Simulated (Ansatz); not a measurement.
Ansatz (a first-principles code) input (HF/3-21G): The .json file is the Basis Set Exchange's 3-21G.

Ansatz 0.2 input:
```yaml
crystal:
  periodic: [false, false, false]
  atoms:
    - {symbol: C, position_ang: [-0.37094200, -1.28834600, -0.92018300]}
    - {symbol: C, position_ang: [-0.51914700, -0.17547400, 0.08583600]}
    - {symbol: C, position_ang: [-1.18515400, 1.06845900, -0.44159300]}
    - {symbol: C, position_ang: [-1.03277800, -0.62065000, 1.43344800]}
    - {symbol: O, position_ang: [0.98218700, 0.31718200, 0.46628300]}
    - {symbol: C, position_ang: [1.95211300, 0.71384200, -0.56919900]}
    - {symbol: H, position_ang: [0.22243500, -2.11707300, -0.53214900]}
    - {symbol: H, position_ang: [-1.36835600, -1.67564900, -1.13548800]}
    - {symbol: H, position_ang: [0.04982900, -0.94255400, -1.86305900]}
    - {symbol: H, position_ang: [-0.77018000, 1.39117200, -1.39524400]}
    - {symbol: H, position_ang: [-2.23608300, 0.83096100, -0.61457200]}
    - {symbol: H, position_ang: [-1.13892200, 1.88375000, 0.27855600]}
    - {symbol: H, position_ang: [-2.06582200, -0.94848500, 1.31175200]}
    - {symbol: H, position_ang: [-1.02200500, 0.19364400, 2.15674100]}
    - {symbol: H, position_ang: [-0.47240300, -1.47272700, 1.82470200]}
    - {symbol: H, position_ang: [2.20024400, -0.13966800, -1.19335600]}
    - {symbol: H, position_ang: [1.48313900, 1.50748000, -1.13812400]}
    - {symbol: H, position_ang: [2.82083200, 1.09163700, -0.03803500]}
    - {symbol: H, position_ang: [1.37523800, -0.32692200, 1.07814900]}
basis:
  gaussian:
    orbitals: 3-21G.json
hamiltonian:
  xc: {name: HF}
total_charge: 1
relax: {f_tol: 0.003, max_steps: 120}
```

Output:

```
Functional definition: HF
integrals: 0.03 GiB planned
1068 factors; integrals over basis functions are off by at most 4.9e-4 eV
mean field: 0.24 GiB planned
mean field evaluation 1: about -7344.1739 eV, gradient 3.7e1 eV
mean field evaluation 2: about -7344.5916 eV, gradient 3.7e1 eV
mean field evaluation 4: about -7347.9925 eV, gradient 3.6e0 eV
mean field evaluation 8: about -7348.0265 eV, gradient 2.7e-4 eV
mean field -7348.02650152 eV, -270.0349932597 hartree, gradient 2.8e-5 eV, S^2 0.000000; 0 other end points of the search recorded, 0 dependent functions left out
the calculation of the forces begins
reference -7348.02650152 eV, -270.0349932597 hartree; 25, 25 occupied and 55, 55 virtual orbitals, 1068 factors
relax step   1: F+E_penalty+E_count = -7348.02650152 eV  Δ(F+E_penalty+E_count) = +0.000e0 eV  max|allowed force component| = 1.019e0 eV/Å  Δτ_max = 0.0000 Å  (31 SCF iters, accepted)
these checks for a lower state are left out or cut short: starts, cluster_reference, orbital_swaps, neighbouring_geometries, increment
integrals: 0.03 GiB planned
1068 factors; integrals over basis functions are off by at most 5.0e-4 eV
mean field: 0.24 GiB planned
mean field evaluation 16: about -7348.1048 eV, gradient 7.7e-3 eV
mean field -7348.10480073 eV, -270.0378707025 hartree, gradient 2.5e-5 eV, S^2 0.000000; 0 other end points of the search recorded, 0 dependent functions left out
the calculation of the forces begins
reference -7348.10480073 eV, -270.0378707025 hartree; 25, 25 occupied and 55, 55 virtual orbitals, 1068 factors
relax step   2: F+E_penalty+E_count = -7348.10480073 eV  Δ(F+E_penalty+E_count) = -7.830e-2 eV  max|allowed force component| = 6.427e-1 eV/Å  Δτ_max = 0.1378 Å  (32 SCF iters, accepted)
these checks for a lower state are left out or cut short: starts, cluster_reference, orbital_swaps, neighbouring_geometries, increment
integrals: 0.03 GiB planned
1068 factors; integrals over basis functions are off by at most 5.0e-4 eV
mean field: 0.24 GiB planned
mean field -7348.12746731 eV, -270.0387036838 hartree, gradient 2.7e-5 eV, S^2 0.000000; 0 other end points of the search recorded, 0 dependent functions left out
the calculation of the forces begins
reference -7348.12746731 eV, -270.0387036838 hartree; 25, 25 occupied and 55, 55 virtual orbitals, 1068 factors
relax step   3: F+E_penalty+E_count = -7348.12746731 eV  Δ(F+E_penalty+E_count) = -2.267e-2 eV  max|allowed force component| = 3.453e-1 eV/Å  Δτ_max = 0.0634 Å  (33 SCF iters, accepted)
these checks for a lower state are left out or cut short: starts, cluster_reference, orbital_swaps, neighbouring_geometries, increment
integrals: 0.03 GiB planned
1068 factors; integrals over basis functions are off by at most 5.0e-4 eV
mean field: 0.24 GiB planned
mean field evaluation 32: about -7348.1250 eV, gradient 7.8e-1 eV
mean field -7348.12635559 eV, -270.0386628291 hartree, gradient 2.4e-5 eV, S^2 0.000000; 0 other end points of the search recorded, 0 dependent functions left out
the calculation of the forces begins
reference -7348.12635559 eV, -270.0386628291 hartree; 25, 25 occupied and 55, 55 virtual orbitals, 1068 factors
relax step   4: F+E_penalty+E_count = -7348.12635559 eV  Δ(F+E_penalty+E_count) = +1.112e-3 eV  max|allowed force component| = 6.165e-1 eV/Å  Δτ_max = 0.0726 Å  (32 SCF iters, rejected (line search))
these checks for a lower state are left out or cut short: starts, cluster_reference, orbital_swaps, neighbouring_geometries, increment
integrals: 0.03 GiB planned
1068 factors; integrals over basis functions are off by at most 5.0e-4 eV
mean field: 0.24 GiB planned
mean field -7348.13612247 eV, -270.0390217553 hartree, gradient 2.6e-5 eV, S^2 0.000000; 0 other end points of the search recorded, 0 dependent functions left out
the calculation of the forces begins
reference -7348.13612247 eV, -270.0390217553 hartree; 25, 25 occupied and 55, 55 virtual orbitals, 1068 factors
relax step   5: F+E_penalty+E_count = -7348.13612247 eV  Δ(F+E_penalty+E_count) = -8.655e-3 eV  max|allowed force component| = 7.438e-2 eV/Å  Δτ_max = 0.0354 Å  (33 SCF iters, accepted)
these checks for a lower state are left out or cut short: starts, cluster_reference, orbital_swaps, neighbouring_geometries, increment
integrals: 0.03 GiB planned
1068 factors; integrals over basis functions are off by at most 5.0e-4 eV
mean field: 0.24 GiB planned
mean field -7348.13831676 eV, -270.0391023940 hartree, gradient 2.6e-5 eV, S^2 0.000000; 0 other end points of the search recorded, 0 dependent functions left out
the calculation of the forces begins
reference -7348.13831676 eV, -270.0391023940 hartree; 25, 25 occupied and 55, 55 virtual orbitals, 1068 factors
relax step   6: F+E_penalty+E_count = -7348.13831676 eV  Δ(F+E_penalty+E_count) = -2.194e-3 eV  max|allowed force component| = 4.103e-2 eV/Å  Δτ_max = 0.0928 Å  (33 SCF iters, accepted)
these checks for a lower state are left out or cut short: starts, cluster_reference, orbital_swaps, neighbouring_geometries, increment
integrals: 0.03 GiB planned
1068 factors; integrals over basis functions are off by at most 5.0e-4 eV
mean field: 0.24 GiB planned
mean field evaluation 64: about -7348.1388 eV, gradient 2.6e-5 eV
mean field -7348.13883701 eV, -270.0391215127 hartree, gradient 2.6e-5 eV, S^2 0.000000; 0 other end points of the search recorded, 0 dependent functions left out
[...]
1068 factors; integrals over basis functions are off by at most 5.0e-4 eV
mean field: 0.24 GiB planned
mean field evaluation 64: about -7348.1388 eV, gradient 2.6e-5 eV
mean field -7348.13883701 eV, -270.0391215127 hartree, gradient 2.6e-5 eV, S^2 0.000000; 0 other end points of the search recorded, 0 dependent functions left out
the calculation of the forces begins
reference -7348.13883701 eV, -270.0391215127 hartree; 25, 25 occupied and 55, 55 virtual orbitals, 1068 factors
relax step   7: F+E_penalty+E_count = -7348.13883701 eV  Δ(F+E_penalty+E_count) = -5.202e-4 eV  max|allowed force component| = 1.057e-2 eV/Å  Δτ_max = 0.0338 Å  (33 SCF iters, accepted)
these checks for a lower state are left out or cut short: starts, cluster_reference, orbital_swaps, neighbouring_geometries, increment
integrals: 0.03 GiB planned
1068 factors; integrals over basis functions are off by at most 5.0e-4 eV
mean field: 0.24 GiB planned
mean field -7348.13912776 eV, -270.0391321977 hartree, gradient 2.6e-5 eV, S^2 0.000000; 0 other end points of the search recorded, 0 dependent functions left out
the calculation of the forces begins
reference -7348.13912776 eV, -270.0391321977 hartree; 25, 25 occupied and 55, 55 virtual orbitals, 1068 factors
relax step   8: F+E_penalty+E_count = -7348.13912776 eV  Δ(F+E_penalty+E_count) = -2.908e-4 eV  max|allowed force component| = 6.572e-2 eV/Å  Δτ_max = 0.0561 Å  (33 SCF iters, accepted)
these checks for a lower state are left out or cut short: starts, cluster_reference, orbital_swaps, neighbouring_geometries, increment
integrals: 0.03 GiB planned
1068 factors; integrals over basis functions are off by at most 5.0e-4 eV
mean field: 0.24 GiB planned
mean field -7348.13931613 eV, -270.0391391202 hartree, gradient 2.6e-5 eV, S^2 0.000000; 0 other end points of the search recorded, 0 dependent functions left out
the calculation of the forces begins
reference -7348.13931613 eV, -270.0391391202 hartree; 25, 25 occupied and 55, 55 virtual orbitals, 1068 factors
relax step   9: F+E_penalty+E_count = -7348.13931613 eV  Δ(F+E_penalty+E_count) = -1.884e-4 eV  max|allowed force component| = 4.805e-2 eV/Å  Δτ_max = 0.0204 Å  (34 SCF iters, accepted)
these checks for a lower state are left out or cut short: starts, cluster_reference, orbital_swaps, neighbouring_geometries, increment
integrals: 0.03 GiB planned
1068 factors; integrals over basis functions are off by at most 5.0e-4 eV
mean field: 0.24 GiB planned
mean field -7348.13959020 eV, -270.0391491920 hartree, gradient 2.6e-5 eV, S^2 0.000000; 0 other end points of the search recorded, 0 dependent functions left out
the calculation of the forces begins
reference -7348.13959020 eV, -270.0391491920 hartree; 25, 25 occupied and 55, 55 virtual orbitals, 1068 factors
relax step  10: F+E_penalty+E_count = -7348.13959020 eV  Δ(F+E_penalty+E_count) = -2.741e-4 eV  max|allowed force component| = 5.220e-2 eV/Å  Δτ_max = 0.0655 Å  (33 SCF iters, accepted)
these checks for a lower state are left out or cut short: starts, cluster_reference, orbital_swaps, neighbouring_geometries, increment
integrals: 0.03 GiB planned
1068 factors; integrals over basis functions are off by at most 5.0e-4 eV
mean field: 0.24 GiB planned
mean field evaluation 96: about -7348.1397 eV, gradient 1.1e-3 eV
mean field -7348.13973908 eV, -270.0391546632 hartree, gradient 2.6e-5 eV, S^2 0.000000; 0 other end points of the search recorded, 0 dependent functions left out
the calculation of the forces begins
reference -7348.13973908 eV, -270.0391546632 hartree; 25, 25 occupied and 55, 55 virtual orbitals, 1068 factors
relax step  11: F+E_penalty+E_count = -7348.13973908 eV  Δ(F+E_penalty+E_count) = -1.489e-4 eV  max|allowed force component| = 3.484e-2 eV/Å  Δτ_max = 0.0166 Å  (34 SCF iters, accepted)
these checks for a lower state are left out or cut short: starts, cluster_reference, orbital_swaps, neighbouring_geometries, increment
integrals: 0.03 GiB planned
1068 factors; integrals over basis functions are off by at most 5.0e-4 eV
mean field: 0.24 GiB planned
mean field -7348.13987822 eV, -270.0391597764 hartree, gradient 2.6e-5 eV, S^2 0.000000; 0 other end points of the search recorded, 0 dependent functions left out
the calculation of the forces begins
reference -7348.13987822 eV, -270.0391597764 hartree; 25, 25 occupied and 55, 55 virtual orbitals, 1068 factors
relax step  12: F+E_penalty+E_count = -7348.13987822 eV  Δ(F+E_penalty+E_count) = -1.391e-4 eV  max|allowed force component| = 3.656e-2 eV/Å  Δτ_max = 0.0266 Å  (34 SCF iters, accepted)
these checks for a lower state are left out or cut short: starts, cluster_reference, orbital_swaps, neighbouring_geometries, increment
integrals: 0.03 GiB planned
1068 factors; integrals over basis functions are off by at most 5.0e-4 eV
mean field: 0.24 GiB planned
mean field -7348.13994358 eV, -270.0391621784 hartree, gradient 2.6e-5 eV, S^2 0.000000; 0 other end points of the search recorded, 0 dependent functions left out
the calculation of the forces begins
reference -7348.13994358 eV, -270.0391621784 hartree; 25, 25 occupied and 55, 55 virtual orbitals, 1068 factors
relax step  13: F+E_penalty+E_count = -7348.13994358 eV  Δ(F+E_penalty+E_count) = -6.536e-5 eV  max|allowed force component| = 1.858e-2 eV/Å  Δτ_max = 0.0251 Å  (34 SCF iters, accepted)
these checks for a lower state are left out or cut short: starts, cluster_reference, orbital_swaps, neighbouring_geometries, increment
integrals: 0.03 GiB planned
1068 factors; integrals over basis functions are off by at most 5.0e-4 eV
mean field: 0.24 GiB planned
mean field evaluation 128: about -7348.1400 eV, gradient 2.6e-5 eV
mean field -7348.13995879 eV, -270.0391627374 hartree, gradient 2.6e-5 eV, S^2 0.000000; 0 other end points of the search recorded, 0 dependent functions left out
the calculation of the forces begins
reference -7348.13995879 eV, -270.0391627374 hartree; 25, 25 occupied and 55, 55 virtual orbitals, 1068 factors
relax step  14: F+E_penalty+E_count = -7348.13995879 eV  Δ(F+E_penalty+E_count) = -1.521e-5 eV  max|allowed force component| = 7.365e-3 eV/Å  Δτ_max = 0.0166 Å  (34 SCF iters, accepted)
these checks for a lower state are left out or cut short: starts, cluster_reference, orbital_swaps, neighbouring_geometries, increment
integrals: 0.03 GiB planned
1068 factors; integrals over basis functions are off by at most 5.0e-4 eV
mean field: 0.24 GiB planned
mean field -7348.13996316 eV, -270.0391628980 hartree, gradient 2.6e-5 eV, S^2 0.000000; 0 other end points of the search recorded, 0 dependent functions left out
the calculation of the forces begins
reference -7348.13996316 eV, -270.0391628980 hartree; 25, 25 occupied and 55, 55 virtual orbitals, 1068 factors
relax step  15: F+E_penalty+E_count = -7348.13996316 eV  Δ(F+E_penalty+E_count) = -4.370e-6 eV  max|allowed force component| = 2.813e-3 eV/Å  Δτ_max = 0.0030 Å  (34 SCF iters, accepted)
integrals: 0.03 GiB planned
1068 factors; integrals over basis functions are off by at most 5.0e-4 eV
mean field: 0.24 GiB planned
mean field -7348.13996316 eV, -270.0391628980 hartree, gradient 2.6e-5 eV, S^2 0.000000; 1 other end points of the search recorded, 0 dependent functions left out
the calculation of the forces begins
reference -7348.13996316 eV, -270.0391628980 hartree; 25, 25 occupied and 55, 55 virtual orbitals, 1068 factors
Total energy: -7348.13996316 eV, -270.0391628980 hartree
Atom 0 at    -0.416362    -1.286180    -0.963573 Å, force    -0.000521    -0.000362     0.000234 eV/Å
Atom 1 at    -0.510968    -0.183883     0.076897 Å, force     0.000127     0.000071    -0.001974 eV/Å
Atom 2 at    -1.194140     1.082621    -0.407413 Å, force    -0.000584    -0.000156     0.000322 eV/Å
Atom 3 at    -1.024742    -0.664071     1.427475 Å, force     0.001364    -0.000761     0.000477 eV/Å
Atom 4 at     0.978939     0.246194     0.399024 Å, force     0.002813     0.000449    -0.001262 eV/Å
Atom 5 at     2.006435     0.674216    -0.599541 Å, force    -0.001037     0.000181    -0.001285 eV/Å
Atom 6 at     0.171498    -2.119341    -0.601108 Å, force    -0.000040     0.000372     0.000134 eV/Å
Atom 7 at    -1.418836    -1.642632    -1.167013 Å, force    -0.000318    -0.000337    -0.000321 eV/Å
Atom 8 at     0.000484    -0.926502    -1.895055 Å, force    -0.000008     0.000306     0.000071 eV/Å
Atom 9 at    -0.794103     1.424802    -1.352321 Å, force     0.000081    -0.000133     0.000125 eV/Å
Atom 10 at    -2.243791     0.860673    -0.557521 Å, force     0.000242     0.000092     0.000034 eV/Å
Atom 11 at    -1.111405     1.871279     0.327571 Å, force    -0.000101     0.000102    -0.000093 eV/Å
Atom 12 at    -2.058996    -0.963542     1.312522 Å, force    -0.000158     0.000241    -0.000381 eV/Å
Atom 13 at    -0.986880     0.128283     2.164666 Å, force    -0.000236     0.000330     0.000271 eV/Å
Atom 14 at    -0.469763    -1.526120     1.779101 Å, force     0.000012     0.000326    -0.000154 eV/Å
Atom 15 at     2.426633    -0.205058    -1.054077 Å, force    -0.000833     0.001110     0.000995 eV/Å
Atom 16 at     1.495404     1.294909    -1.310917 Å, force     0.000697    -0.000994     0.001539 eV/Å
Atom 17 at     2.741854     1.241100    -0.054508 Å, force    -0.000955    -0.001038    -0.000271 eV/Å
Atom 18 at     1.312963    -0.016167     1.270258 Å, force    -0.000546     0.000202     0.001539 eV/Å
Dipole moment:     0.567024     0.061475     0.126610 e Å
```

The dipole moment of an ion depends on the origin.

The geometry given is a B3LYP-D3(BJ)/def2-TZVP minimum.
